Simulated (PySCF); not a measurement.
B(GeH3)(Me)(OH), SMILES [B](C)(O)[GeH3], PBE0/def2-SVP optimised geometry.

```
11

B     -0.15     0.70     0.00
Ge     0.62    -1.25     0.00
H      2.17    -1.25     0.00
H      0.17    -2.06     1.24
H      0.17    -2.06    -1.24
C     -1.69     0.98     0.01
H     -2.16     0.53    -0.88
H     -1.92     2.06     0.02
H     -2.17     0.50     0.88
O      0.70     1.76    -0.01
H      1.63     1.51    -0.02
```

Density from PBE0/def2-TZVP (PySCF) at that geometry.

Minimum of the electron density along straight lines between bonded atoms, close to the bond critical point (lines longer than 1.1 times the sum of covalent radii, or with two minima, are not listed):

```tsv
bond	length / Å	ρ at the minimum / e bohr⁻³	∇²ρ there / e bohr⁻⁵	position (fraction from the first atom)
B1–Ge2	2.095	0.111	-0.14	0.49
Ge2–H3	1.550	0.128	0.07	0.59
Ge2–H4	1.544	0.130	0.07	0.59
Ge2–H5	1.544	0.130	0.07	0.59
B1–C6	1.567	…	-0.32	0.33
C6–H7	1.104	0.263	-0.85	0.64
C6–H8	1.101	0.268	-0.88	0.64
C6–H9	1.103	0.263	-0.85	0.64
B1–O10	1.354	0.211	…	0.33
O10–H11	0.963	0.360	…	0.81
```

**Question.** Some entries are withheld; supply them.

**Answer.** 
- B1–C6, ρ at the minimum / e bohr⁻³: 0.191
- B1–O10, ∇²ρ there / e bohr⁻⁵: 1.01
- O10–H11, ∇²ρ there / e bohr⁻⁵: -2.48
